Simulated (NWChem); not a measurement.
System: GaNH4O; SMILES [GaH]([OH])[NH2]

Excerpt of the output:

```
             Northwest Computational Chemistry Package (NWChem) 7.3.0
             --------------------------------------------------------

 C1  symmetry detected

                             Geometry "geometry" -> ""
                             -------------------------

 Output coordinates in angstroms (scale by  1.889725989 to convert to a.u.)

  No.       Tag          Charge          X              Y              Z
 ---- ---------------- ---------- -------------- -------------- --------------
    1 Ga                  31.0000    -0.33277467    -0.02110905    -0.00007018
    2 H                    1.0000    -1.88059847    -0.09476915     0.00054797
    3 O                    8.0000     0.57490506    -1.56081313    -0.00011094
    4 H                    1.0000     1.53273143    -1.47441819     0.00169937
    5 N                    7.0000     0.60991502     1.52520823    -0.00039964
    6 H                    1.0000     1.61979564     1.59414413     0.00056832
    7 H                    1.0000     0.17544046     2.43947121     0.00304484

 Effective nuclear repulsion energy (a.u.)     195.9743188365

                                 NWChem DFT Module
                                 -----------------

 Summary of "ao basis" -> "ao basis" (spherical)
 ------------------------------------------------------------------------------
       Tag                 Description            Shells   Functions and Types
 ---------------- ------------------------------  ------  ---------------------
 Ga                          6-31g*                 12       32   5s4p3d
 H                           6-31g*                  2        2   2s
 O                           6-31g*                  6       14   3s2p1d
 N                           6-31g*                  6       14   3s2p1d

            General Information
            -------------------
          SCF calculation type: DFT
          Wavefunction type:  closed shell.
          No. of atoms     :     7
          No. of electrons :    50
           Alpha electrons :    25
            Beta electrons :    25
          Charge           :     0
          Spin multiplicity:     1
          Use of symmetry is: off; symmetry adaption is: off
          Maximum number of iterations: 150
          AO basis - number of functions:    68
                     number of shells:    32
          Convergence on energy requested:  1.00D-06
          Convergence on density requested:  1.00D-05
          Convergence on gradient requested:  5.00D-04

              XC Information
              --------------
                       M06-2X Method XC Functional
                     Hartree-Fock (Exact) Exchange  0.540
                        M06-2X Exchange Functional  1.000
                      M06-2X Correlation Potential  1.000

             Grid Information
             ----------------
          Grid used for XC integration:  xcoarse
          Radial quadrature: Mura-Knowles
          Angular quadrature: Lebedev.
          Tag              B.-S. Rad. Rad. Pts. Rad. Cut. Ang. Pts.
          ---              ---------- --------- --------- ---------
          Ga                  1.30       75           7.0       194
          H                   0.35       21          10.0       194
          O                   0.60       21          10.0       194
          N                   0.65       21           8.0       194
          Grid pruning is: on
          Number of quadrature shells:   201
          Spatial weights used:  Erf1

      Superposition of Atomic Density Guess
      -------------------------------------

 Sum of atomic energies:       -2053.98641895

      Non-variational initial energy
      ------------------------------

 Total energy =   -2054.802797
 1-e energy   =   -3252.575468
 2-e energy   =    1001.798353
 HOMO         =      -0.346416
 LUMO         =       0.002820

     ---------------------------------------------
      Total Density - Mulliken Population Analysis
     ---------------------------------------------

    Atom       Charge   Shell Charges
 -----------   ------   -------------------------------------------------------
    1 Ga  31    29.98   2.00  2.00  6.00  2.00  5.99  0.93  0.79  0.09  0.08  6.85  2.97  0.27
    2 H    1     0.97   0.43  0.53
    3 O    8     9.18   2.00  0.94  3.17  0.94  2.12  0.01
    4 H    1     0.45   0.36  0.09
    5 N    7     8.30   2.00  0.82  2.69  0.81  1.96  0.01
    6 H    1     0.56   0.41  0.15
    7 H    1     0.56   0.41  0.15

   convergence    iter        energy       DeltaE   RMS-Dens  Diis-err
 ---------------- ----- ----------------- --------- --------- ---------
 d= 0,ls=0.0,diis     1  -2056.8357721788 -2.25D+03  1.54D-02  8.60D-01
 d= 0,ls=0.0,diis     2  -2056.8066684217  2.91D-02  8.07D-03  1.31D+00
 d= 0,ls=0.0,diis     3  -2056.9325910267 -1.26D-01  1.09D-03  1.02D-02
 d= 0,ls=0.0,diis     4  -2056.9333564844 -7.65D-04  4.57D-04  3.00D-03
 d= 0,ls=0.0,diis     5  -2056.9336560033 -3.00D-04  1.24D-04  1.81D-04
  Resetting Diis
 d= 0,ls=0.0,diis     6  -2056.9336766279 -2.06D-05  2.61D-05  7.97D-06
 d= 0,ls=0.0,diis     7  -2056.9336772322 -6.04D-07  1.39D-05  1.50D-06
 d= 0,ls=0.0,diis     8  -2056.9336772562 -2.40D-08  6.23D-06  1.57D-06

         Total DFT energy =    -2056.933677256184
      One electron energy =    -3255.498353608724
           Coulomb energy =     1094.704253680730
    Exchange-Corr. energy =      -92.113896164662
 Nuclear repulsion energy =      195.974318836472

 Numeric. integr. density =       50.001642996537

                       DFT Final Molecular Orbital Analysis
                       ------------------------------------

 Vector   23  Occ=2.000000D+00  E=-3.850674D-01
              MO Center= -1.0D+00, -2.4D-01,  6.1D-04, r^2= 2.5D+00
   Bfn.  Coefficient  Atom+Function         Bfn.  Coefficient  Atom+Function
  ----- ------------  ---------------      ----- ------------  ---------------
    11      0.399809  1 Ga px                33     -0.284551  2 H  s
    34     -0.252261  2 H  s                 38      0.252270  3 O  py
    42      0.179067  3 O  py                10      0.164791  1 Ga s
     7     -0.160285  1 Ga px                53     -0.110991  5 N  px
    22      0.087738  1 Ga d  2              54     -0.082623  5 N  py

 Vector   24  Occ=2.000000D+00  E=-3.730347D-01
              MO Center=  5.2D-01, -1.3D+00, -3.0D-04, r^2= 1.4D+00
   Bfn.  Coefficient  Atom+Function         Bfn.  Coefficient  Atom+Function
  ----- ------------  ---------------      ----- ------------  ---------------
    39      0.572863  3 O  pz                43      0.454121  3 O  pz
    13      0.178724  1 Ga pz                55      0.122817  5 N  pz
    59      0.092576  5 N  pz                 9     -0.071164  1 Ga pz
    17      0.063184  1 Ga pz                19      0.039610  1 Ga d -1
    21      0.037521  1 Ga d  1              31     -0.027372  1 Ga d  1

 Vector   25  Occ=2.000000D+00  E=-3.132207D-01
              MO Center=  5.6D-01,  1.2D+00, -7.0D-04, r^2= 1.7D+00
   Bfn.  Coefficient  Atom+Function         Bfn.  Coefficient  Atom+Function
  ----- ------------  ---------------      ----- ------------  ---------------
    55      0.537917  5 N  pz                59      0.490561  5 N  pz
    39     -0.182381  3 O  pz                43     -0.160875  3 O  pz
    13      0.125277  1 Ga pz                19     -0.066989  1 Ga d -1
     9     -0.051840  1 Ga pz                17      0.051762  1 Ga pz
    29      0.040857  1 Ga d -1              24     -0.029390  1 Ga d -1

 Vector   26  Occ=0.000000D+00  E= 2.216604D-02
              MO Center= -3.8D-01, -6.3D-04, -9.9D-05, r^2= 5.1D+00
   Bfn.  Coefficient  Atom+Function         Bfn.  Coefficient  Atom+Function
  ----- ------------  ---------------      ----- ------------  ---------------
    17      0.675287  1 Ga pz                13      0.476957  1 Ga pz
    59     -0.291760  5 N  pz                43     -0.214171  3 O  pz
    55     -0.211839  5 N  pz                39     -0.181115  3 O  pz
     9     -0.156617  1 Ga pz                31      0.055075  1 Ga d  1
     5      0.046542  1 Ga pz                21     -0.033045  1 Ga d  1

 Vector   27  Occ=0.000000D+00  E= 3.121590D-02
              MO Center=  6.8D-01,  1.0D-02,  9.4D-04, r^2= 5.7D+00
   Bfn.  Coefficient  Atom+Function         Bfn.  Coefficient  Atom+Function
  ----- ------------  ---------------      ----- ------------  ---------------
    14      1.097524  1 Ga s                 15      0.643196  1 Ga px
    56     -0.630255  5 N  s                 40     -0.387672  3 O  s
    34     -0.267680  2 H  s                 38     -0.140865  3 O  py
    68      0.130717  7 H  s                  6      0.121911  1 Ga s
    42     -0.121655  3 O  py                52     -0.120852  5 N  s

 Vector   28  Occ=0.000000D+00  E= 6.307077D-02
              MO Center= -6.4D-01,  5.1D-01, -1.1D-04, r^2= 7.9D+00
   Bfn.  Coefficient  Atom+Function         Bfn.  Coefficient  Atom+Function
  ----- ------------  ---------------      ----- ------------  ---------------
    16      1.115208  1 Ga py                56     -0.508058  5 N  s
    14      0.362380  1 Ga s                 40      0.358991  3 O  s
    15     -0.333901  1 Ga px                34     -0.210311  2 H  s
    10      0.160968  1 Ga s                 66      0.136257  6 H  s
    36      0.087329  3 O  s                 58     -0.085029  5 N  py

     ---------------------------------------------
      Total Density - Mulliken Population Analysis
     ---------------------------------------------

    Atom       Charge   Shell Charges
 -----------   ------   -------------------------------------------------------
    1 Ga  31    30.39   2.00  2.00  6.00  2.00  6.00  0.86  1.21  0.04  0.11  6.87  2.93  0.38
    2 H    1     0.98   0.48  0.50
    3 O    8     8.82   2.00  0.88  2.86  0.99  2.07  0.02
    4 H    1     0.57   0.47  0.10
    5 N    7     7.94   2.00  0.75  2.49  0.84  1.85  0.02
    6 H    1     0.65   0.50  0.16
    7 H    1     0.65   0.50  0.15

     -------------------------------------------
      Total Density - Lowdin Population Analysis
     -------------------------------------------

    Atom       Charge   Shell Charges
 -----------   ------   -------------------------------------------------------
    1 Ga  31    30.72   2.00  2.00  6.00  1.97  5.91  0.62  1.22  0.24  0.34  6.69  3.05  0.70
    2 H    1     1.01   0.46  0.55
    3 O    8     8.52   1.99  0.85  2.73  0.72  2.21  0.03
    4 H    1     0.67   0.44  0.23
    5 N    7     7.60   1.99  0.67  2.34  0.56  2.00  0.03
    6 H    1     0.74   0.47  0.28
    7 H    1     0.74   0.46  0.27

     Multipole analysis of the density
     ---------------------------------

     L   x y z        total         alpha         beta         nuclear
     -   - - -        -----         -----         ----         -------
     0   0 0 0     -0.000000    -25.000000    -25.000000     50.000000

     1   1 0 0      0.564451      0.282226      0.282226     -0.000000
     1   0 1 0      0.915500      0.457750      0.457750      0.000000
     1   0 0 1      0.003702      0.001851      0.001851      0.000000

     2   2 0 0    -18.481648    -39.990264    -39.990264     61.498880
     2   1 1 0     -0.427503     -1.069813     -1.069813      1.712124
     2   1 0 1      0.007361      0.000937      0.000937      0.005487
     2   0 2 0    -22.702819    -94.310699    -94.310699    165.918579
     2   0 1 1      0.010630      0.000064      0.000064      0.010501
     2   0 0 2    -21.832571    -10.916311    -10.916311      0.000051

            General Information
            -------------------
          SCF calculation type: DFT
          Wavefunction type:  closed shell.
          No. of atoms     :     7
          No. of electrons :    50
           Alpha electrons :    25
            Beta electrons :    25
          Charge           :     0
          Spin multiplicity:     1
          Use of symmetry is: off; symmetry adaption is: off
          Maximum number of iterations: 150
          AO basis - number of functions:    68
                     number of shells:    32
          Convergence on energy requested:  1.00D-06
          Convergence on density requested:  1.00D-05
          Convergence on gradient requested:  5.00D-04

              XC Information
              --------------
                       M06-2X Method XC Functional
                     Hartree-Fock (Exact) Exchange  0.540
                        M06-2X Exchange Functional  1.000
                      M06-2X Correlation Potential  1.000

             Grid Information
             ----------------
          Grid used for XC integration:  xcoarse
          Radial quadrature: Mura-Knowles
          Angular quadrature: Lebedev.
          Tag              B.-S. Rad. Rad. Pts. Rad. Cut. Ang. Pts.
          ---              ---------- --------- --------- ---------
          Ga                  1.30       75           7.0       194
          H                   0.35       21          10.0       194
          O                   0.60       21          10.0       194
          N                   0.65       21           8.0       194
          Grid pruning is: on
          Number of quadrature shells:   201
          Spatial weights used:  Erf1

          Convergence Information
          -----------------------
          Convergence aids based upon iterative change in
          total energy or number of iterations.
          Levelshifting, if invoked, occurs when the
          HOMO/LUMO gap drops below (HL_TOL):  1.00D-02
          DIIS, if invoked, will attempt to extrapolate
          using up to (NFOCK): 10 stored Fock matrices.

                    Damping( 0%)  Levelshifting(0.5)       DIIS
                  --------------- ------------------- ---------------
          dE  on:    start            ASAP                start
          dE off:    2 iters        150 iters           150 iters

                            NWChem DFT Gradient Module
                            --------------------------

  charge          =   0.00
  wavefunction    = closed shell

                         DFT ENERGY GRADIENTS

    atom               coordinates                        gradient
                 x          y          z           x          y          z
   1 Ga     -0.628853  -0.039890  -0.000133    0.005165  -0.001867  -0.000033
   2 H      -3.553816  -0.179088   0.001036    0.003527  -0.000141   0.000014
   3 O       1.086413  -2.949509  -0.000210   -0.000977   0.009434  -0.000001
   4 H       2.896442  -2.786246   0.003211   -0.003845  -0.000732   0.000017
   5 N       1.152572   2.882226  -0.000755   -0.005084  -0.008254  -0.000025
   6 H       3.060970   3.012496   0.001074    0.002017   0.000023   0.000005
   7 H       0.331534   4.609932   0.005754   -0.000803   0.001537   0.000024
```

Level: M06-2X/6-31G* (spherical d). Structure relaxed at the PBE0/def2-SVP level.

Question: Reconstruct the input file.

Answer: This is not unique; one that fits is the input that was run:
```
start job
memory heap 200 mb stack 900 mb global 1100 mb
geometry units angstroms noautoz
  Ga    -0.381632    -0.089454    -0.008151
  H     -1.927324    -0.169441    -0.083138
  O      0.533983    -1.624398    -0.021082
  H      1.490150    -1.534195     0.028986
  N      0.551030     1.459708     0.091848
  H      1.559334     1.532708     0.142897
  H      0.111566     2.371449     0.107865
end
basis spherical
  * library 6-31g*
end
dft
  xc m06-2x
  grid xcoarse
  iterations 150
  mulliken
end
task dft gradient
```
